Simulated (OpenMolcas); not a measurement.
## Dy3+ in a ligand field

Dy3+ with 2 ligands (chloride) in linear coordination (D∞h) at 2.41 Å. Ligand basis ANO-RCC-VDZP.
```
Dy    0.0000    0.0000    0.0000
Cl    0.0000    0.0000    2.4100
Cl    0.0000    0.0000   -2.4100
```

```
Program             : OpenMolcas
Method              : CASSCF
Basis               : ANO-RCC-VDZP [7s6p4d2f1g]
Scalar Hamiltonian  : DKH2, point nucleus
Active space        : 9 electrons in 7 orbitals (4f)
State averaging     : 2S+1 = 6 odd, 21 roots; 2S+1 = 4 odd, 113 roots kept (CI in the orbitals of an earlier block, 108 in the spin-orbit step); 2S+1 = 2 odd, 80 roots kept (CI in the orbitals of an earlier block, 40 in the spin-orbit step)
Spin-orbit coupling : state interaction with AMFI integrals over the reference wave functions
```

The lowest spin-free states (labels by Λ), above the lowest:

| State | Degeneracy | E (cm-1) |
| --- | --- | --- |
| 6H | 2 | 0.0 |
| 6Γ | 2 | 924.4 |
| 6Φ | 2 | 1701 |
| 6Σ | 1 | 1840 |
| 6Π | 2 | 1879 |
| 6Δ | 2 | 1923 |
| 6Σ | 1 | 8516 |
| 6Π | 2 | 8736 |
| 6Δ | 2 | 9022 |
| 6Φ | 2 | 9066 |
| 4I | 2 | 25178 |
| 4H | 2 | 25687 |
| 4Φ | 2 | 25791 |
| 4Δ | 2 | 25824 |
| 4Π | 2 | 25852 |
| 4Σ | 1 | 25865 |
| 4Γ | 2 | 25970 |
| 4Φ | 2 | 26074 |
| 4Γ | 2 | 26121 |
| 4Δ | 2 | 26154 |

The lowest levels with spin-orbit coupling:

```csv
E (cm-1),Degeneracy,2S+1,g
0.0,2,6,0.00 0.00 19.91
551.7,2,6,0.00 0.00 17.00
1065,2,6,0.00 0.00 14.17
1470,2,6,0.00 0.00 11.53
1723,2,6,0.00 0.00 9.03
1839,2,6,0.00 0.00 6.54
1873,2,6,0.00 0.00 3.97
1878,2,6,1.33 10.58 10.58
3889,2,6,0.00 0.00 16.87
4358,2,6,0.00 0.00 13.78
4677,2,6,0.00 0.00 11.03
4940,2,6,0.00 0.00 8.44
5171,2,6,0.00 0.00 6.02
5329,2,6,0.00 0.00 3.66
5401,2,6,1.24 8.87 8.87
6758,2,6,0.00 0.00 13.92
6980,2,6,0.00 0.00 10.55
7233,2,6,0.00 0.00 7.79
7501,2,6,0.00 0.00 5.35
7764,2,6,0.00 0.00 3.17
```

Powder χT (cm3 K/mol): 12.4 at 2 K, 12.4 at 10 K, 12.6 at 50 K, 12.8 at 100 K, 13.2 at 200 K, 13.5 at 300 K. The effective moment at 300 K is 2.828 √(χT) = 10.38 μB.

Hund's rules give f9 the level 6H15/2 with g = 1.333, so an isolated free-ion multiplet has χT = g² J(J+1) / 8 = 14.167 cm3 K/mol. The computed 13.478 at 300 K differs by -5 %, through the field's splitting, the mixing of terms and any other multiplet in reach.

Stevens parameters of the J = 15/2 multiplet, which is 1878 cm-1 wide (cm-1, z along the main axis): B20 = -1.149e+01, B40 = -8.241e-03, B60 = 4.764e-05.

Metal share of the active 4f orbitals (Löwdin): 99, 100, 100, 100, 100, 100, 100 %; Mulliken charge of the metal 1.93.

High states are left out of the spin-orbit mixing, which shifts the levels that they would mix with. Without dynamic correlation the ligand-field splitting of an f shell can come out too small, at times by half. The first state left out of the spin-orbit step lies near 43000 cm-1 above the lowest spin-free state of the reference (among the parities and spins computed), and the lists stop at four fifths of that energy or lower. No measured value stands beside these numbers; the geometry is a model, was not optimised and need not be the one that this ion takes.
